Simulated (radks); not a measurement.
Task: Se15+, configuration [Ar] 3d1. Calculated with a radial shooting solver on a logarithmic mesh with Libxc functionals: Dirac Kohn-Sham, PBE, spin-unpolarised, spherical densities, finite nucleus; open shells fill j = l - 1/2 first; Fermi nuclear charge, rms radius 4.14 fm. Some entries of the table are withheld. Estimate them.

| orbital | occ. | eigenvalue (eV) | <1/r> (bohr^-1) |
|---|---|---|---|
| 1s1/2 | 2 | -13010.03 | (1) |
| 2s1/2 | 2 | -2119.833 | 7.719 |
| 2p1/2 | 2 | (2) | (3) |
| 2p3/2 | 4 | (4) | (5) |
| 3s1/2 | 2 | -648.2711 | 2.815 |
| 3p1/2 | 2 | -592.1787 | 2.739 |
| 3p3/2 | 4 | -584.1680 | 2.685 |
| 3d3/2 | 1 | (6) | (7) |
| 3d5/2 | 0 | (8) | (9) |

Result: 
(1) 1s1/2 <1/r> (bohr^-1): 34.56
(2) 2p1/2 eigenvalue (eV): -1955.928
(3) 2p1/2 <1/r> (bohr^-1): 7.672
(4) 2p3/2 eigenvalue (eV): -1913.974
(5) 2p3/2 <1/r> (bohr^-1): 7.437
(6) 3d3/2 eigenvalue (eV): -494.0325
(7) 3d3/2 <1/r> (bohr^-1): 2.540
(8) 3d5/2 eigenvalue (eV): -492.4849
(9) 3d5/2 <1/r> (bohr^-1): 2.527
